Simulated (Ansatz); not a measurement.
F$_{4}$Sn, charge -1, quartet, at a GFN2-xTB geometry of the parent state (such geometries of metal compounds can be far from the true shape) (a state made from the parent by changing its charge; the spin is typed, not shown lowest) (core potentials on Sn) (a gas-phase anion, which may not be bound at this level).

Input for Ansatz (an electronic-structure program):
Ansatz 0.2 input:
```yaml
crystal:
  periodic: [false, false, false]
  atoms:
    - {symbol: F, position_ang: [-1.14349714, -1.78303274, -0.87539354]}
    - {symbol: Sn, position_ang: [0.00000000, 0.00000000, 0.00000000]}
    - {symbol: F, position_ang: [-1.36890091, 1.83770533, 0.04532888]}
    - {symbol: F, position_ang: [0.67888066, -0.49971285, 2.13131729]}
    - {symbol: F, position_ang: [1.83351739, 0.44504026, -1.30125264]}
basis:
  gaussian:
    orbitals: def2-SVP
hamiltonian:
  xc: pbe
total_charge: -1
magnetization: {spin_polarized: true, initial_magnetization: 3}
```

Problem. Estimate the total energy that PBE/def2-SVP (Ansatz) returns for this input.

Solution. -612.8733 Eh

Problem. Predict the <S^2> from PBE/def2-SVP.

Solution. 3.753

Problem. What number of basis functions does PBE/def2-SVP give?

Solution. 82

A gas-phase anion may not be bound at this level; its values then depend on the basis.

Problem. Roughly what does it cost on one core?

Solution. roughly 110 core-seconds.
